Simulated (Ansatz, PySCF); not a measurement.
SeBr₂, SMILES [Se](Br)Br. Atoms are numbered in the order given.

```xyz
3

Se     0.0000     0.0000     0.9738
Br     0.0000     1.8088    -0.4729
Br     0.0000    -1.8088    -0.4729
```
Charge 0, spin multiplicity 1.

Geometry: PBE0-D3(BJ)/def2-SVP.

Two levels are set side by side: PBE-D3(BJ)/def2-SVP (Ansatz, a first-principles code) and PBE0-D3(BJ)/def2-SVP (Ansatz). Each level has its own optimised geometry; the coordinates shown are those of the second. Frequencies come from the Hessian of PySCF at each geometry. Differences are taken from unrounded values.

```csv
quantity,PBE0-D3(BJ)
mean bond length (Å),2.316
bond Se1–Br2 (Å),2.316
bond Se1–Br3 (Å),2.316
highest harmonic wavenumber (cm⁻¹),303
mean harmonic wavenumber (cm⁻¹),235
zero-point energy (kcal/mol),1.01
```

Q: What does PBE-D3(BJ) give, and how far is it from PBE0-D3(BJ)? (Estimate from the structure and the level; the computed values follow.)

A: 
```
quantity                            PBE-D3(BJ)  PBE-D3(BJ) minus PBE0-D3(BJ)
----------------------------------  ----------  ----------------------------
mean bond length (Å)                     2.344                         0.028
bond Se1–Br2 (Å)                         2.344                         0.028
bond Se1–Br3 (Å)                         2.344                         0.028
highest harmonic wavenumber (cm⁻¹)         284                           -19
mean harmonic wavenumber (cm⁻¹)            219                           -16
zero-point energy (kcal/mol)              0.94                         -0.07
```

Exact exchange shortens and stiffens bonds; PBE has none. Differences between two approximate levels are no errors against the true value.
